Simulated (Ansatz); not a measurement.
`N[Si](N)(N)N` + `O[SiH]([SiH3])S` → `N[SiH](N)N` + `N[SiH2][SiH](O)S`  (redistribution)

Gas-phase electronic energies from Ansatz, PBE0-D4/def2-TZVP geometries. CCSD(T)/CBS is the MP2 limit (def2-TZVPP, def2-QZVPP) plus CCSD(T) − MP2 in def2-TZVPP, frozen cores. Functionals use def2-TZVPP. Each species was taken in one conformer, which may not be the lowest.

```tsv
level	ΔE (kJ/mol)
ωB97X-V	20.5
ωB97M-V	21.5
B2PLYP	19.8
HF/def2-TZVPP	23.1
MP2/def2-TZVPP	19.8
CCSD(T)/def2-TZVPP	22.2
HF/def2-QZVPP	23.3
MP2/CBS(def2)	19.6
```

(1) What does CCSD(T)/CBS give? (An estimate is asked.)

Largest T1 diagnostic among the species: 0.012.

## Answers

(1) Ansatz gave: +22.0 kJ/mol. The listed levels differ from it by -1.5, -0.5, -2.2, 1.1, -2.2, 0.2, 1.3, -2.4 kJ/mol.
